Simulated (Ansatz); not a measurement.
Molecule: CH2BI2 (charge 0, doublet). It need not be the lowest isomer of its formula. 
Coordinates optimised at B3LYP-D3(BJ)/def2-TZVP (Ansatz, a first-principles code):
```xyz
6

C     -2.3201    -0.2722     0.1413
B     -0.8331    -0.0977     0.0508
I      0.4680    -1.6587     0.7254
I     -0.0175     1.7115    -0.7529
H     -3.0138     0.4928    -0.1888
H     -2.7740    -1.1718     0.5414
```
Charge 0, spin multiplicity 2.

Parts of the frozen-core correlation energy in def2-TZVPP (Ansatz, hartree). Frozen orbitals: 20; correlated occupied orbitals by spin: 12 and 11; virtual: 158 and 159. UHF or UKS for open shells. Spin-orbit coupling is left out. Past Kr the def2 sets carry scalar-relativistic core potentials.

| term | value |
|---|---|
| reference (HF) | -657.08453 |
| MP2 opposite-spin | [?] |
| MP2 same-spin | -0.12485 |
| CCSD correlation | [?] |
| (T) | [?] |
| T1 diagnostic | 0.020 |
| largest doubles amplitude | 0.030 |
| <S^2> of the reference | 0.760 |

Question: Some entries are withheld; supply them.

Answer: 
- MP2 opposite-spin, value: -0.38805
- CCSD correlation, value: -0.55675
- (T), value: -0.02583
